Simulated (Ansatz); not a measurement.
One change: `CNB(Cl)Cl` becomes `C[NH][In]([Cl])[Cl]`.

Ansatz, PBE0-D4/def2-TZVP geometries, multiplicity 1. Each molecule was computed in one conformer, which needn't be the lowest.

Elements past krypton have def2 core potentials.

```tsv
property	`CNB(Cl)Cl`
LUMO energy (PBE0/def2-TZVPP) / eV	0.26
HOMO energy (PBE0/def2-TZVPP) / eV	-7.93
LUMO energy (PBE/def2-TZVPP) / eV	-0.71
LUMO energy (B3LYP/def2-TZVPP) / eV	0.07
LUMO energy (ωB97M-V/def2-TZVPP) / eV	2.11
HOMO energy (PBE/def2-TZVPP) / eV	-6.59
```

Give the same properties after the change, and the shifts. (An estimate is asked.)

Ansatz gave: 
| property | `C[NH][In]([Cl])[Cl]` | shift |
| --- | --- | --- |
| LUMO energy (PBE0/def2-TZVPP) / eV | -1.99 | -2.25 |
| HOMO energy (PBE0/def2-TZVPP) / eV | -7.18 | 0.75 |
| LUMO energy (PBE/def2-TZVPP) / eV | -2.87 | -2.16 |
| LUMO energy (B3LYP/def2-TZVPP) / eV | -2.30 | -2.37 |
| LUMO energy (ωB97M-V/def2-TZVPP) / eV | -0.07 | -2.18 |
| HOMO energy (PBE/def2-TZVPP) / eV | -5.88 | 0.71 |

With PBE0 the HOMO rises by 0.75 eV and the LUMO falls by 2.25 eV, so the gap narrows by about 3.00 eV. PBE moves the HOMO by 0.71 eV and ωB97M-V by 0.71 eV.

B3LYP here is the variant with VWN-RPA as its local correlation; programs differ in this.
